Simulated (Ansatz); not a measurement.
# SbH3 (stibine): methods side by side

SbH3 has 4 atoms, charge 0, and is taken as a singlet. As SMILES, `[SbH3]`. The shape was relaxed beforehand at wB97X-V/def2-SVP.

```xyz
4

Sb    0.4519   -0.3069   -0.4600
H     0.8492    0.0711    1.1562
H    -1.0410   -0.9895    0.0068
H    -0.2600    1.2252   -0.7030
```

Quantity: the dissociation energy of the H4–Sb1 bond into doublet H and doublet SbH2 (shapes relaxed at wB97X-V/def2-SVP, no zero-point term), in eV. The values are calculated.

```
                                level                    kind  program  value (eV)
       HF/def2-TZVPP (core potential)            Hartree–Fock   Ansatz        2.09
    SVWN5/def2-TZVPP (core potential)                     LDA   Ansatz        3.43
      PBE/def2-TZVPP (core potential)                     GGA   Ansatz        2.97
   r2SCAN/def2-TZVPP (core potential)                meta-GGA   Ansatz        2.97
    B3LYP/def2-TZVPP (core potential)           global hybrid   Ansatz        3.03
CAM-B3LYP/def2-TZVPP (core potential)  range-separated hybrid   Ansatz        3.04
   B2PLYP/def2-TZVPP (core potential)           double hybrid   Ansatz        3.00
  RPA@PBE/def2-TZVPP (core potential)                     RPA   Ansatz        3.03
```

Spin-orbit coupling, which can split open shells on such heavy atoms by tenths of an eV, is left out. The values span 2.09 to 3.43 eV. Hartree–Fock misses the correlation of the electron pair that is broken and comes out low. Measured bond enthalpies also hold zero-point and thermal terms, a few tenths of an eV less.
